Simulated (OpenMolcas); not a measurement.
**S III: effect of the level shift or regulariser**

```
Program             : OpenMolcas 26.06
Basis               : ANO-RCC-VQZP [6s5p3d2f1g]
Scalar Hamiltonian  : DKH2, point nucleus
Active space        : 2 electrons in 3 orbitals (3p)
State averaging     : 2S+1 = 3 even, 3 roots; 2S+1 = 1 even, 6 roots
Spin-orbit coupling : RASSI with atomic mean-field integrals over the reference wave functions, term energies averaged over their components
```

Methods on the same reference wave functions:
A. CASSCF
B. SS-CASPT2, IPEA 0.25 Eh, imaginary shift 0.1 Eh (closed shells correlated: 2s 2p 3s)
C. SS-CASPT2, IPEA 0.25 Eh, real shift 0.2 Eh (closed shells correlated: 2s 2p 3s)

Energies in cm⁻¹ above 3s² 3p² ³P₀, the measured ground level; measured values from NIST levels in Podobedova, Kelleher and Wiese, J. Phys. Chem. Ref. Data 38, 171 (2009).

| Level | A | B | C | Measured |
| --- | --- | --- | --- | --- |
| 3s² 3p² ³P₀ | 0.0 | 0.0 | 0.0 | 0.0 |
| 3s² 3p² ³P₁ | 264 | 268 | 268 | 299 |
| 3s² 3p² ³P₂ | 755 | 756 | 756 | 833 |
| 3s² 3p² ¹D₂ | 14278 | 11010 | 11050 | 11323 |
| 3s² 3p² ¹S₀ | 34682 | 27050 | 27150 | 27161 |

Deviations, from unrounded energies. A percentage is the sum of absolute deviations over the sum of measured energies, with the sign that they share, or ± where signs differ.

| Against measurement | Levels | A | B | C |
| --- | --- | --- | --- | --- |
| mean absolute deviation (cm-1) | 4 | 2600 | 130 | 98 |
| fine structure of the ground term (%) | 2 | -9.9 | -9.5 | -9.5 |
| other terms of the ground configuration (%) | 2 | +27.2 | -1.1 | -0.7 |

C lies closest to measurement on these levels and A furthest from it. The largest miss of C in the table is 3s² 3p² ¹D₂, by -270 cm-1. The ranking rests on the paired levels alone, and a cruder setting can come out closer through cancelling errors.

Between B and C the level of the table that moves most is 3s² 3p² ¹S₀, by 95 cm-1 (lowest in B, highest in C). Moves below CASPT2's spread within the term are not significant.

The mean deviations of B to C differ by less than CASPT2's widest spread within a term (100 cm-1), so their order carries little weight.

From A to B the spin-free energies of the other terms of 3s² 3p² shown, above ³P, scale by factors of 0.76 to 0.78.

The lowest spin-free term lies below A's lowest term by 0.121 hartree in B, 0.121 hartree in C.

CASPT2 does not keep the components of a term degenerate, so their means are used; among the terms shown or strongly mixed into the levels shown the widest spread is 100 cm-1 (3s² 3p² ¹D, B). With the s shell closed, the reference lacks s² → p² mixing. Measured partners are found by configuration, term and J. A level has none where our copy of the source lacks it or the pairing is in doubt (some pairs that miss far off the trend of their configuration count as doubtful), and it then counts in no deviation. Only configurations of the active space appear.
